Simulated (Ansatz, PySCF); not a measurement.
Reaction (SMILES): O=BF [fluoro(oxo)borane] → [B]=O + F atom (the B-F bond at the site shown breaks; other sites are not compared here)
Each molecule is optimised on its own at B3LYP-D3(BJ)/def2-TZVP (Ansatz, an electronic-structure program).

Property: bond dissociation energy (enthalpy at 298 K, with B3LYP-D3(BJ) rigid-rotor harmonic-oscillator terms from PySCF), in kcal/mol. Cores are frozen in the correlated levels unless marked. Open shells are spin-unrestricted. Spin-orbit coupling is left out. Non-relativistic. CBS marks a two-point X^-3 extrapolation of the correlation energy; Hartree-Fock from the larger set.

CCSD(T)/CBS(aug-cc-pVTZ,aug-cc-pVQZ) (Ansatz) gives 160.9 kcal/mol.

Question: Another calculation gave 159.2 kcal/mol. Which level was it?
A. B97M-V/def2-TZVPD (Ansatz)
B. r2SCAN0/def2-TZVPD (Ansatz)
C. B3LYP/def2-TZVPD (Ansatz)
D. SVWN5/def2-TZVPD (Ansatz)

Answer: C, B3LYP/def2-TZVPD (Ansatz). The others give 162.3 (B97M-V), 153.5 (r2SCAN0), 186.1 (SVWN5) kcal/mol.
